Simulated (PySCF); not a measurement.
C3H10O2Si, SMILES CCO[Si@@H](C)O. Atoms are numbered in the order given.

```xyz
16

C      2.9314    -0.0734    -0.6817
C      1.5187     0.4277    -0.8730
O      0.6564    -0.2360     0.0151
Si    -0.8851     0.2586     0.4065
C     -2.1163    -0.1359    -0.9253
O     -1.3440    -0.5873     1.7548
H      3.6214     0.4220    -1.3814
H      3.2736     0.1233     0.3454
H      2.9782    -1.1590    -0.8536
H      1.4813     1.5235    -0.7096
H      1.1978     0.2541    -1.9187
H     -0.8173     1.7334     0.6703
H     -3.1305     0.1734    -0.6293
H     -1.8617     0.3826    -1.8628
H     -2.1292    -1.2192    -1.1207
H     -0.7236    -0.5789     2.4893
```
Charge 0, spin multiplicity 1.

Geometry: PBE0-D3(BJ)/def2-SVP. The structure was generated by enumeration; whether it is a known compound was not checked. Other conformers were not sampled.

The numbers are results of PBE/def2-TZVP run with PySCF, not measurements.

Atomic charges (e):

```tsv
atom	Mulliken	meta-Löwdin
C1	-0.32	-0.35
C2	-0.05	…
O3	-0.29	…
Si4	0.48	1.15
C5	-0.46	-0.64
O6	-0.49	-0.73
H7	0.11	…
H8	0.11	…
H9	0.12	…
H10	0.09	…
H11	0.09	…
H12	-0.09	-0.15
H13	0.14	0.14
H14	0.13	0.13
H15	0.14	0.14
H16	0.31	…
```

### Question
Some entries are withheld; supply them. (Estimate from the structure and the level; the computed values follow.)

### Answer

- C2, meta-Löwdin: 0.01
- O3, meta-Löwdin: -0.60
- H7, meta-Löwdin: 0.12
- H8, meta-Löwdin: 0.12
- H9, meta-Löwdin: 0.12
- H10, meta-Löwdin: 0.09
- H11, meta-Löwdin: 0.09
- H16, meta-Löwdin: 0.35

Computed Mayer and Wiberg (Löwdin basis) orders of the bonds:
```csv
bond,Mayer,Wiberg
C1–C2,1.03,1.34
C2–O3,0.99,1.50
O3–Si4,1.15,1.52
Si4–C5,1.00,1.22
Si4–O6,1.26,1.69
C1–H7,0.95,0.90
C1–H8,0.97,0.90
C1–H9,0.96,0.90
C2–H10,0.95,0.87
C2–H11,0.95,0.87
Si4–H12,0.91,0.89
C5–H13,0.94,0.90
C5–H14,0.94,0.90
C5–H15,0.94,0.89
O6–H16,0.88,1.02
```
